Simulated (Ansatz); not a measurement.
One change: `C#[C][Al]([NH2])[F]` becomes `[NH2][Al]([F])[Cl]`.

Ansatz, PBE0-D4/def2-TZVP geometries, multiplicity 1. Each molecule was computed in one conformer, which needn't be the lowest.

| property | `C#[C][Al]([NH2])[F]` |
| --- | --- |
| LUMO energy (B3LYP/def2-TZVPP) / eV | -0.93 |
| HOMO energy (PBE/def2-TZVPP) / eV | -6.37 |
| HOMO–LUMO gap (B3LYP/def2-TZVPP) / eV | 6.59 |
| zero-point energy (PBE0-D4/def2-TZVP) / kJ/mol | 124.3 |
| HOMO–LUMO gap (PBE/def2-TZVPP) / eV | 4.81 |
| LUMO energy (ωB97M-V/def2-TZVPP) / eV | 1.13 |

Problem. Give the same properties after the change, and the shifts. (An estimate is asked.)

Solution. The calculation gave: 
| property | `[NH2][Al]([F])[Cl]` | shift |
| --- | --- | --- |
| LUMO energy (B3LYP/def2-TZVPP) / eV | -0.94 | -0.01 |
| HOMO energy (PBE/def2-TZVPP) / eV | -6.59 | -0.22 |
| HOMO–LUMO gap (B3LYP/def2-TZVPP) / eV | 6.84 | 0.25 |
| zero-point energy (PBE0-D4/def2-TZVP) / kJ/mol | 79.0 | -45.3 |
| HOMO–LUMO gap (PBE/def2-TZVPP) / eV | 5.11 | 0.30 |
| LUMO energy (ωB97M-V/def2-TZVPP) / eV | 0.98 | -0.15 |

With PBE0 the HOMO falls by 0.26 eV and the LUMO rises by 0.09 eV, so the gap widens by about 0.35 eV. PBE moves the HOMO by -0.22 eV and ωB97M-V by -0.28 eV. The zero-point energy changes by -45.3 kJ/mol with -6 modes.

B3LYP here is the variant with VWN-RPA as its local correlation; programs differ in this.
